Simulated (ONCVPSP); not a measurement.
LDA (Perdew-Wang 92) ONCV dataset for lanthanum, fully relativistic all-electron reference.

| Item | Value |
| --- | --- |
| Element | La (Z = 57) |
| Generator | ONCVPSP 4.0.1 |
| Type | optimised norm-conserving Vanderbilt (ONCV) |
| Functional | LDA (Perdew-Wang 92) |
| Relativity | fully relativistic |
| Frozen core | [Kr] |
| Valence charge | 21 |
| Reference configuration | 4d10 5s2 5p6 5d1 6s2 |
| Partial waves | 5s+6s: rc 2.45 bohr, ncon 4, nbas 7, qcut 5.3 1/bohr, 2 projectors; 5p: rc 1.95 bohr, ncon 5, nbas 8, qcut 4.8 1/bohr, 2 projectors, debl 2.2 Ha; 4d+5d: rc 1.25 bohr, ncon 3, nbas 8, qcut 10.9 1/bohr, 2 projectors; f scattering state at 0.17 Ha: rc 2.35 bohr, ncon 4, nbas 8, qcut 5.1 1/bohr, 2 projectors, debl 3.8 Ha |
| Local potential | polynomial inside 0.80 bohr (lpopt 3, dvloc0 6 Ha) |
| Core correction | polynomial model core, fcfact 0.25 |

Open shells are filled in proportion to 2j + 1.

In the f channel the program set the typed energies aside and used -0.164, 3.636 Ha (j = l + 1/2; the other j can differ).

Results:

| Quantity | Value |
| --- | --- |
| Cutoffs needed | 51 Ha and 58 Ha (the cutoffs (Ha) at which the residual kinetic energy of the hardest occupied pseudo-wave falls to 1 and 0.1 mHa per electron) |
| Ghost test | ghosts flagged at negative energy: s at -227.9 eV; GHOST(+) flagged for p3/2 at 7.5 eV, p1/2 at 29.3 eV, f7/2 at 112.5 eV, f5/2 at 113.5 eV; a true bound ghost makes a file unfit for plane-wave use |
| Configuration tests | 1 of 4 tests not solved or not reliable |
| rms error of d²Exc/dni dnj | 5.57 mHa without and 2.89 mHa with the model core |

Generation and tests took about 6.8 s on one core of a shared server CPU.
